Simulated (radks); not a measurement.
Neutral tellurium inside a hard spherical wall (all orbitals vanish at R), configuration held at [Kr] 4d10 5s2 5p4 and not refilled when levels cross. Method: scalar-relativistic Kohn-Sham, LDA (Slater exchange, Perdew-Wang correlation), spin-polarised, spherical densities, point nucleus; open shells are filled with parallel spins first (spin-orbit coupling, left out, can overturn this in heavy ions); computed with a radial shooting solver on a logarithmic mesh with Libxc functionals. Eigenvalues in eV for spin up, with the zero of energy where the potential of the charges vanishes at infinity; a dash marks a level that is unbound or too diffuse for the functional's potential to be trusted. A positive occupied level is held by the wall or, in an anion where self-interaction has pushed it up, behind a barrier. The pressure on the wall is -dE/dV.

| R (bohr) | E (hartree) | kinetic (hartree) | e(4p) | e(4d) | e(5s) | e(5p) | e(6s, empty) | e(5d, empty) | pressure (GPa) |
|---|---|---|---|---|---|---|---|---|---|
| free | -6788.86759 | 7111.346 | -114.18 | -41.726 | -15.786 | -6.539 | -0.561 | - | 0 |
| 20 | -6788.86759 | 7111.346 | -114.18 | -41.726 | -15.786 | -6.539 | -0.554 | 0.755 | < 0.0001 |
| 10 | -6788.86744 | 7111.348 | -114.16 | -41.712 | -15.775 | -6.528 | -0.036 | 1.585 | 0.00464 |
| 7 | -6788.85939 | 7111.414 | -113.79 | -41.348 | -15.483 | -6.234 | 2.392 | 3.173 | 0.524 |
| 6 | -6788.83611 | 7111.568 | -113.12 | -40.687 | -14.971 | -5.675 | 5.279 | 4.744 | 2.77 |
| 5 | -6788.74307 | 7112.091 | -111.37 | -38.975 | -13.644 | -4.109 | 11.920 | 8.106 | 16.3 |
| 4 | -6788.34172 | 7113.965 | -106.91 | -34.672 | -9.957 | 0.531 | 28.935 | 16.348 | 115 |
| 3.5 | -6787.73944 | 7116.445 | -102.57 | -30.527 | -5.721 | 5.945 | 47.089 | 25.046 | 338 |
| 3 | -6786.32327 | 7121.840 | -95.458 | -23.772 | 2.692 | 16.560 | 80.075 | 40.902 | 1120 |
| 2.5 | -6782.62507 | 7135.193 | -82.742 | -11.558 | 21.726 | 39.829 | 145.38 | 72.668 | 4470 |
| 2 | -6771.23187 | 7174.322 | -56.646 | 14.970 | 73.201 | 99.645 | 292.13 | 145.47 | 23400 |
